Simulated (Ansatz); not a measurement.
Cost and result for the atomization energy of AlB$_{2}$H$_{7}$O$_{2}$Si (13 atoms, 12 bonds).

```xyz
13

B     1.363    0.883    0.331
B    -0.245    0.994    0.648
Si   -0.454   -0.873    0.712
O    -0.032   -2.014   -0.363
O    -1.021   -1.669    1.999
Al   -0.560    1.152   -1.428
H     2.119    1.651    0.857
H     1.883    0.108   -0.438
H    -0.789    1.697    1.442
H     0.204   -1.677   -1.238
H    -1.059   -2.628    1.953
H    -0.215   -0.078   -2.399
H    -1.193    2.453   -2.075
```

The species carries charge 0 and has multiplicity 1. The bonds changed during the relaxation, so this is another structure than the one it started from. The geometry is a stationary point of PBE0-D4/def2-TZVP. It is one conformer, not always the lowest. Program: Ansatz. All runs use 4 threads of an Arm Neoverse V2 on a shared host. Times are those of one run each, without the atoms' runs, and a repeat can differ threefold. Electronic energies, without spin–orbit coupling; frozen cores. CCSD(T)/CBS adds CCSD(T) − MP2 in def2-TZVPP to the MP2 limit, and its time is that of the two runs behind it. T1 = 0.014.

CCSD(T)/CBS is a level of theory with its own doubt, some kJ/mol a heavy atom from the limit and from the frozen cores, so smaller differences don't rank the functionals.

| level | functions | wall time | atomization (kcal/mol) | difference from CCSD(T)/CBS | per bond |
| --- | --- | --- | --- | --- | --- |
| BLYP-D4/def2-TZVPP | 306 | 3.1 s | 1060.3 | -5.2 | -0.4 |
| PBE0-D4/def2-TZVPP | 306 | 4.4 s | 1063.9 | -1.6 | -0.1 |
| BHLYP-D4/def2-TZVPP | 306 | 4.8 s | 1035.0 | -30.5 | -2.5 |
| CAM-B3LYP-D4/def2-TZVPP | 306 | 5.5 s | 1068.7 | 3.2 | 0.3 |
| r2SCAN-D4/def2-TZVPP (with forces) | 306 | 7.5 s | 1078.1 | 12.6 | 1.1 |
| B2PLYP/def2-TZVPP | 306 | 9 s | 1051.9 | -13.6 | -1.1 |
| PBE-QIDH/def2-TZVPP | 306 | 9 s | 1058.8 | -6.7 | -0.6 |
| CCSD(T)/def2-SVP | 127 | 9 s | 992.8 | -72.7 | -6.1 |
| ωB97X-V/def2-TZVPP | 306 | 12 s | 1069.3 | 3.8 | 0.3 |
| B97M-V/def2-TZVPP | 306 | 13 s | 1082.2 | 16.7 | 1.4 |
| MP2/def2-QZVPP | 578 | 36 s | 1076.6 | 11.1 | 0.9 |
| CCSD(T)/def2-TZVPP | 306 | 16 min | 1037.4 | -28.1 | -2.3 |
| CCSD(T)/CBS(def2) | – | 16 min | 1065.5 | 0.0 | 0.0 |

In def2-TZVPP, CCSD(T) changes the Hartree–Fock value by +259.4 kcal/mol (the triples alone add +17.2 kcal/mol) and MP2 by +281.8 kcal/mol; breaking electron pairs costs correlation energy, which Hartree–Fock lacks. At CCSD(T), def2-SVP lies −72.7 kcal/mol from the extrapolated value and def2-TZVPP −28.1 kcal/mol: correlation converges slowly with the basis, and small sets miss more of it in the bonded molecule than in its fragments. From BLYP to BHLYP (50 % exact exchange), in def2-TZVPP and without D4, the atomization energy moves by −18.7 kcal/mol: exact exchange takes away binding that semilocal exchange gives to molecules.
